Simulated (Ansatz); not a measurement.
Reaction (atomization): `B/C(O)=C(\O)F` → B• + 2 C• + F• + 4 H• + 2 O•

Isolated molecules relaxed with PBE0-D4/def2-TZVP in Ansatz; ΔE leaves out vibrations. CBS: MP2 limit from def2 TZ/QZ plus the TZ coupled-cluster correction, frozen cores. This one scheme is used for every species, atoms too. Functionals use def2-TZVPP. No spin–orbit coupling; open shells (•) take unrestricted orbitals. Spin–orbit coupling would lower the free atoms: a little for B, C, F, O. One conformer a species, not always the lowest.

| level | ΔE (eV) |
| --- | --- |
| r2SCAN | 42.14 |
| PBE0 | 41.94 |

(1) What does CCSD(T)/CBS give? (An estimate is asked.)

Largest T1 diagnostic among the species: 0.014.

Answers

(1) The calculation gave: +41.55 eV. The listed levels differ from it by 0.59, 0.39 eV.

From PBE to PBE0 (25 % exact exchange), in def2-TZVPP and without D4, ΔE moves by −1.43 eV: exact exchange takes away binding that semilocal exchange gives to molecules. The D4 term adds +0.29 eV with B3LYP and +0.15 eV with PBE0; it sums over pairs of atoms, weighted by their polarisabilities, and B3LYP, whose exchange is more repulsive, gets the larger term.

B3LYP here is the variant with VWN-RPA as its local correlation; programs differ in this.

For atomizations the MP2-based limit and the directly extrapolated one differ by several kJ/mol either way, and by 10 to 25 for some Ge, Se and Sn compounds, so smaller differences from it don't rank the levels.
